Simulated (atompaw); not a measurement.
# Before and after: PAW (atompaw) potential for Hf (Z = 72)

- Element: Hf
- Generator: atompaw 4.2.0.5
- Type: PAW
- Functional: LDA (PW92)
- Relativity: scalar-relativistic
- Frozen core: [Kr] 4d10 4f14
- Valence charge: 12
- Reference configuration: 5s2 5p6 5d2 6s1 6p1
- Partial waves: 5s (bound): rc 1.50 bohr; 6s (bound): rc 2.80 bohr; 5p (bound): rc 2.40 bohr; 6p (bound): rc 2.00 bohr; 5d (bound): rc 2.80 bohr; 5d channel at 0.4 Ry: rc 2.80 bohr
- Local potential: troulliermartins scheme with l = 3 at 0.5 Ry, radius 2.40 bohr
- Core correction: smooth core density matched at 2.05 bohr
- Augmentation charge: sinc compensation charge, radius 2.50 bohr; PAW radius 2.80 bohr; waves and projectors: custom polynom vanderbiltortho

Change: local potential troulliermartins scheme with l = 3 at 0.5 Ry, radius 2.02 bohr.

Cutoffs: the cutoffs (Ry, on a coarse ladder) from which the occupation-weighted sum of valence levels, in a spherical-Bessel basis at the reference potential, stays within 10 and 1 mRy of its value at 400 Ry; they do not see the model core or the augmentation charge, which bear on the density cutoff.

**Question.** What does the change do?

**Answer.** The potential gets neither clearly harder nor softer (18 Ry and 35 Ry → 18 Ry and 35 Ry); a bound ghost appears in s, which as a rule spoils a file. A state that the projectors do not describe sees the local part alone, so a deeper or shallower local part can create or remove a ghost.

| quantity | base | changed |
| --- | --- | --- |
| cutoff, loose | 18 Ry | 18 Ry |
| cutoff, tight | 35 Ry | 35 Ry |
| bound ghosts | none | s |
| s: phases at 2.81 bohr within 0.05 rad from the reference energy up to (Ry; the scan ends near 5) | 3.6 | 4.0 |
| p: phases at 2.81 bohr within 0.05 rad from the reference energy up to (Ry; the scan ends near 5) | 3.2 | 2.6 |
| d: phases at 2.81 bohr within 0.05 rad from the reference energy up to (Ry; the scan ends near 5) | 2.5 | 1.8 |
| lowest overlap eigenvalue by channel | s 0.29, p 0.94, d 0.90 | s 0.19, p 0.87, d 0.92 |

 A true bound ghost makes a file unfit for plane-wave use even where its test errors are small: the radial tests pick states by their node count and pass the ghost by. The cutoffs see the waves, projectors and local potential, not the compensation charge or the core.
